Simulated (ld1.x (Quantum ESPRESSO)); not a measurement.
## Logarithmic derivatives: strontium (Sr), ultrasoft

ld1.x (Quantum ESPRESSO) 7.5 input, shortened:

```
&input
   title='Sr', zed=38., rel=1, dft='PBE', iswitch=3,
   config='[Kr] 4d0 4f-2 5s0 5p0'
 /
 &inputp
   pseudotype=3, tm=.true., lloc=-1, rcloc=3.25,
   nlcc=.false.,
   which_augfun='PSQ', rmatch_augfun=2.00
 /
8
5S  1  0   0.00   0.00  2.35  3.00  0.0
5S  1  0   0.00  -0.45  2.35  3.00  0.0
4P  2  1   6.00   0.00  2.00  2.25  0.0
5P  3  1   0.00   0.00  2.00  2.25  0.0
4D  3  2   0.00   0.00  3.10  3.45  0.0
4D  3  2   0.00  -0.25  3.10  3.45  0.0
4F  4  3  -2.00   0.10  2.75  3.70  0.0
4F  4  3  -2.00   0.70  2.75  3.70  0.0
 &test
   configts(1)='4p6 4d0 5s0 5p0'
 /
```

The phase is arctan(r·u′/u) with u = r·R(r), unwrapped; energies in Ry, scanned from -5 to 5 Ry. A pole is an energy at which the radial function vanishes at the test radius. The pseudo phase is shifted by a multiple of π to meet the all-electron one at the reference energy, and phase errors are pseudo minus all-electron; the curves can meet again beyond the range given. Levels narrower than the energy grid can be missing from the lists of poles.

```
channel  radius (bohr)  reference energy (Ry)  poles, all-electron      poles, pseudo  unbroken range about the reference energy with phases within 0.05 rad  phase error 1 Ry above the reference energy (rad)
      p           3.98                  -0.72    -2.67, 0.32, 4.21  -2.67, 0.32, 4.35                                                              below 1.8                                             +0.001
      d           3.98                  -0.98          -0.82, 1.63        -0.82, 1.55                                                              below 2.5                                             -0.001
      f           3.98                   0.10           0.72, 3.25         0.72, 4.27                                                              below 1.6                                             +0.002
```

The ghost test of this file was not conclusive. Its overlap operator is not positive definite in a basis up to 400 Ry (lowest eigenvalue s -0.01), so the file is unfit for use: the generalised eigenproblem breaks down once the basis is large enough, and its test numbers describe a broken file.

Phases in the p channel:

```csv
E (Ry),all-electron,pseudo
-5.00,1.443,1.443
-4.74,1.439,1.439
-4.48,1.433,1.433
-4.22,1.428,1.428
-3.96,1.421,1.421
-3.70,1.413,1.413
-3.44,1.403,1.403
-3.18,1.390,1.390
-2.92,1.368,1.368
-2.66,-1.641,-1.641
-2.40,-1.771,-1.771
-2.14,-1.802,-1.802
-1.88,-1.838,-1.838
-1.62,-1.890,-1.890
-1.36,-1.980,-1.980
-1.10,-2.174,-2.174
-0.84,-2.795,-2.795
-0.58,-3.999,-3.999
-0.32,-4.442,-4.442
-0.06,-4.600,-4.600
0.20,-4.684,-4.683
0.46,-4.742,-4.741
0.72,-4.791,-4.790
0.98,-4.842,-4.840
1.24,-4.906,-4.902
1.50,-5.007,-4.997
1.76,-5.230,-5.197
2.02,-5.993,-5.840
2.28,-7.168,-7.064
2.54,-7.526,-7.489
2.80,-7.657,-7.637
3.06,-7.726,-7.712
3.32,-7.769,-7.758
3.58,-7.800,-7.790
3.84,-7.825,-7.816
4.10,-7.846,-7.836
4.36,-7.864,-7.854
4.62,-7.883,-7.872
4.88,-7.901,-7.888
```
